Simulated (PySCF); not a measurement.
## Two-component Hartree-Fock for Nd³²⁺ (neodymium, charge +32)

Start: [Ar] 3d10. Calculated with PySCF 2.14 in an uncontracted even-tempered set (19 s from 1.9 bohr⁻², ratio 2.6; 15 p from 2.4 bohr⁻², ratio 2.6; 10 d from 2.4 bohr⁻², ratio 2.6; 6 f from 2.5 bohr⁻², ratio 2.8): generalised Hartree-Fock with the X2C-1e Hamiltonian and a Gaussian nucleus; spin-orbit coupling (SO) screened by Boettger's factors.

```csv
spinor shell,electrons,"ε, screened SO (eV)",weight of nominal j (screened SO),"rms radius, screened SO (bohr)"
1s1/2,2,-45007.6,1.000,0.0269
2s1/2,2,-8387.2,1.000,0.109
2p1/2,2,-7991.5,1.000,0.0935
2p3/2,4,-7464.9,1.000,0.0995
3s1/2,2,-2727.5,1.000,0.279
3p1/2,2,-2559.4,1.000,0.269
3p3/2,4,-2447.3,1.000,0.281
3d3/2,4,-2163.0,1.000,0.251
```

(1) Where does 3d5/2 lie, and what is the 3d spin-orbit splitting (screened SO)?

| quantity | screened SO |
| --- | --- |
| E (hartree) | -9062.22454 |
| M_J | 0 |
| ⟨J²⟩ | 0.000 |
| ⟨L²⟩ | 0.024 |
| ⟨S²⟩ | 0.024 |

Breit and QED terms are absent; they matter most for the inner s and p1/2 levels.

Densities and radii are taken from the X2C orbitals without a picture-change correction, which distorts them close to the nucleus.

## Answers

(1) At -2138.8 eV, 24.189 eV above 3d3/2.
